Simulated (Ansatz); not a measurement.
Harmonic frequencies (cm⁻¹) at PBE0-D4/def2-TZVP from Ansatz: 54, 94, 157, 210, 233, 331, 453, 475, 493, 605, 632, 674, 942, 970, 1045, 1203, 1256, 1407, 1452, 1491, 1497, 1548, 1824, 3031, 3055, 3091, 3093, 3116, 3604, 3712.

Each molecule was computed in one conformer, which needn't be the lowest.

Q: Which molecule is it?
A. `C[NH][InH][CH3]`
B. `C[N](C)[InH2]`
C. `[CH3][In]([CH3])[NH2]`
D. `C[CH2][InH][NH2]`

A: D.
